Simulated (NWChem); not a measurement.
Molecule: GeSiH5, doublet; SMILES [SiH3][GeH2]

```xyz
7

Si     0.0047     1.6108     0.0042
Ge     0.0168    -0.7599     0.1642
H     -1.1798     2.0341    -0.8017
H      1.2529     2.0536    -0.6870
H     -0.0639     2.2756     1.3443
H     -1.2666    -1.3626     0.7776
H      1.2522    -1.3418     0.8867
```
Atoms are numbered in this order, from 1.

Level: PBE0/def2-SVP, spin-unrestricted (NWChem), optimised geometry, unscaled harmonic frequencies. 

Task: List the harmonic frequencies with IR intensities, and the thermochemistry.

Result: 
```csv
frequency (cm⁻¹),IR intensity (km/mol)
117,0.0
344,1.7
374,14.5
397,10.6
559,9.0
602,0.6
829,318.3
885,68.8
931,47.1
935,37.1
2111,95.1
2135,117.9
2210,74.8
2234,71.1
2243,92.2
```

The zero-point energy comes out as 24.2 kcal/mol and the thermal correction to the enthalpy at 298.15 K (with zero-point energy) is 28.0 kcal/mol. The heat capacity Cv comes out as 16.7 cal/(mol K) and the entropy at 298.15 K and 1 atm (symmetry number 1, electronic part: spin degeneracy alone) comes out as 72.9 cal/(mol K). The dipole moment comes out as 0.12 D.

Rigid rotor and harmonic oscillator.
